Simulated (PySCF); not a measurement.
C2H9NSi. Atoms are numbered in the order given.

```xyz
13

Si     0.5617    -0.3801     0.6056
C      1.7039     0.7669    -0.3530
N     -0.9372    -0.6085    -0.2461
C     -1.8646     0.4548    -0.5836
H      1.1551    -1.7428     0.7466
H      0.4038     0.1943     1.9862
H      1.2648     1.7723    -0.4599
H      1.9019     0.3710    -1.3615
H      2.6651     0.8815     0.1743
H     -1.3834    -1.5149    -0.1437
H     -2.5789     0.7098     0.2262
H     -1.3104     1.3770    -0.8237
H     -2.4570     0.2019    -1.4803
```
Charge 0, spin multiplicity 1.

Coordinates come from a B3LYP-D3(BJ)/def2-SVP optimisation. One conformer was computed; it need not be the lowest.

All values below come from HF/pcSseg-1 run with PySCF.

GIAO shieldings, no solvent; atoms listed in one row are averaged. δ = σ(ref) − σ: ²⁹Si against TMS (σ = 393.8 ppm); ¹³C against TMS (σ = 192.6 ppm); ¹⁵N against NH3 (σ = 267.3 ppm); ¹H against TMS (σ = 31.99 ppm), references at their B3LYP-D3(BJ)/def2-TZVP geometries, non-relativistic.

Computed chemical shifts:
```tsv
nucleus	atoms	count	δ (ppm)
²⁹Si	Si1	1	-29.7
¹³C	C4	1	29.7
¹³C	C2	1	-1.3
¹⁵N	N3	1	3.0
¹H	H6	1	4.50
¹H	H5	1	4.36
¹H	H11, H12, H13	3	2.74
¹H	H7, H8, H9	3	0.57
¹H	H10	1	0.06
```
